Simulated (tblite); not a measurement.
Compound: C3H3F2Si (doublet state).
SMILES with atom numbers: `[F:1][CH:2]([F:3])[C:4]#[C:5][SiH2:6]` (hydrogens: H7 on C2; H8, H9 on Si6)

Structure optimised with GFN2-xTB, isolated species. This method treats the open shell by occupation alone, without spin polarisation.

Question: What internal coordinates does the optimisation give?

Answer: 
| bond | length (Å) |
| --- | --- |
| F1–C2, C2–F3 | 1.365 |
| C2–C4 | 1.446 |
| C4≡C5 | 1.216 |
| C5–Si6 | 1.806 |
| C2–H7 | 1.105 |
| Si6–H8, Si6–H9 | 1.447 |

Bonds in one row agree within 0.01 Å and their mean is given. A selection of angles:
| angle | degrees |
| --- | --- |
| F1–C2–F3 | 105.5 |
| F1–C2–C4 | 112.1 |
| F1–C2–H7 | 107.5 |
| C4–C2–H7 | 112.0 |
| C2–C4–C5 | 177.8 |
| C4–C5–Si6 | 174.1 |
| C5–Si6–H8 | 117.1 |
| H8–Si6–H9 | 120.7 |

The C–C distances run from 1.216 Å (C4≡C5, drawn triple) to 1.446 Å (C2–C4, drawn single), a spread of 0.230 Å. Si6 (silicon bonded to C and 2 H) has angles 120.7°, 117.1° and 116.9°, sum 354.7°, 0.21 Å off the plane of its three neighbours.

Point group: near Cs, missed by 0.25 Å at most; the miss may be what the optimiser left on a soft mode. Its GFN2-xTB frequencies are all real (lowest 70 cm⁻¹).

All values are computed, not measured.
